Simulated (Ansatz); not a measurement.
The cluster NbTe₂⁺: single points at one geometry.

```yaml
crystal:
  periodic: [false, false, false]
  atoms:
    - {symbol: Nb, position_ang: [0.190062, -0.548147, -0.797599]}
    - {symbol: Te, position_ang: [-1.841543, 0.761617, -0.352447]}
    - {symbol: Te, position_ang: [1.651470, -0.213470, 1.150046]}
basis:
  gaussian: {orbitals: def2-TZVP, initial_orbitals: start.molden}
total_charge: 1
hamiltonian: {xc: {text: "exchange = 0.85*pbe_x + 0.15*exact_x\ncorrelation = pbe_c"}}
scf: {omitted_lower_state_checks: [starts]}
output: {orbitals: {seedname: orbitals}}
```

The file start.molden holds the orbitals of an earlier run on this structure, at another level or in another basis.

```sh
$ ansatz run in.yaml --threads 4 --pin off --events-out ev --progress --plain --max-ram 3916MiB
```

Shortened log:

```
Functional definition: unnamed
1164 factors; their error is unknown
mean field evaluation 1: about -16130.7961 eV, gradient 2.7e0 eV
mean field evaluation 2: about -16130.8091 eV, gradient 2.1e-2 eV
mean field evaluation 4: about -16130.9034 eV, gradient 2.2e-4 eV
mean field evaluation 8: about -16130.9034 eV, gradient 1.2e-5 eV
mean field -16130.90340598 eV, -592.7997662506 hartree, gradient 1.2e-5 eV, S^2 0.000000; 0 other end points of the search recorded, 0 dependent functions left out
reference -16130.90343775 eV, -592.7997674181 hartree; 30, 30 occupied and 110, 110 virtual orbitals, 1164 factors
Total energy: -16130.90343775 eV, -592.7997674181 hartree
Checks for a lower state left out: starts
```

It took 1.9 s on 4 threads of Arm Neoverse V2 on a shared host.

The first input with `hamiltonian: {xc: {text: "exchange = 0.90*pbe_x + 0.10*exact_x\ncorrelation = pbe_c"}}` (abridged; 1.8 s):

```
Functional definition: unnamed
mean field -16131.02476824 eV, -592.8042262315 hartree, gradient 1.7e-5 eV, S^2 0.000000
Total energy: -16131.02480195 eV, -592.8042274705 hartree
Checks for a lower state left out: starts
```

As the first input, with `hamiltonian: {xc: {name: B2PLYP}}` and without the key `output` (abridged; 3.5 s):

```
Functional definition: B2PLYP
mean field -16106.63717674 eV, -591.9079987745 hartree, gradient 2.5e-6 eV, S^2 0.000000; unrestricted orbitals would lower it
8 core orbitals not correlated: weight in the atoms' cores, before any rotation towards them, 1.000 or more for the frozen orbitals, at most 0.000 for the correlated occupied ones
second order -45.55715773 eV of doubles, -0.00000000 eV of singles
Total energy: -16118.93774743 eV, -592.3600364096 hartree
Checks for a lower state left out: starts
```

The first input with `hamiltonian: {xc: {name: r2SCAN0}, dispersion: d4}` (abridged; 3.6 s):

```
Functional definition: r2SCAN0
mean field -16133.90186457 eV, -592.9099575715 hartree, gradient 1.6e-5 eV, S^2 0.000000
Total energy: -16133.93806329 eV, -592.9112878499 hartree
Checks for a lower state left out: starts
```

First input, but with `hamiltonian: {xc: {name: wB97M-V}}` (abridged; 11 s):

```
Functional definition: wB97M-V
mean field -16125.89222346 eV, -592.6156086899 hartree, gradient 1.2e-5 eV, S^2 0.000000
Total energy: -16125.89226863 eV, -592.6156103497 hartree
Checks for a lower state left out: starts
```

As the first input, with `correlation: {method: mp2}` and without the key `hamiltonian` (abridged; 4.9 s):

```
Functional definition: HF
mean field -16057.75829437 eV, -590.1117329787 hartree, gradient 2.7e-6 eV, S^2 0.000000; unrestricted orbitals would lower it
mean field evaluation 16: about -16058.7886 eV, gradient 5.3e0 eV
unrestricted determinant -16059.54370152 eV, -590.1773454810 hartree, S^2 2.1213
8 core orbitals not correlated: weight in the atoms' cores, before any rotation towards them, 1.000 or more for the frozen orbitals, at most 0.000 for the correlated occupied ones
second order -36.82929348 eV of doubles, -0.00000000 eV of singles
Total energy: -16094.58758785 eV, -591.4651845503 hartree
Checks for a lower state left out: starts
```

As the first input, with `hamiltonian: {xc: {text: "exchange = 0.50*pbe_x + 0.50*exact_x\ncorrelation = pbe_c"}}` (abridged; 2.6 s):

```
Functional definition: unnamed
mean field -16130.24952580 eV, -592.7757365973 hartree, gradient 1.4e-5 eV, S^2 0.000000
Total energy: -16130.24954425 eV, -592.7757372754 hartree
Checks for a lower state left out: starts
```

Geometry: r2SCAN-D4/def2-TZVP.

In the def2 sets Nb, Te take a core potential; there is no spin–orbit coupling. Correlated methods freeze 8 core orbitals; core or outer-core shells of Nb, Te are correlated, in sets that lack core-valence functions. At B2PLYP/def2-TZVP, MP2/def2-TZVP the restricted singlet (for correlated methods, its reference) is unstable: a solution with broken spin symmetry lies lower. The order of the spin states hangs on the level: the triplet lies 0.14 eV below the singlet at PBE0-D4/def2-TZVP, but 0.41 eV above it at B2PLYP/def2-TZVP. The singlet is doubtful at B2PLYP/def2-TZVP (restricted singlet, unstable towards broken spin symmetry). The structure comes from a short search, and lower isomers may exist.
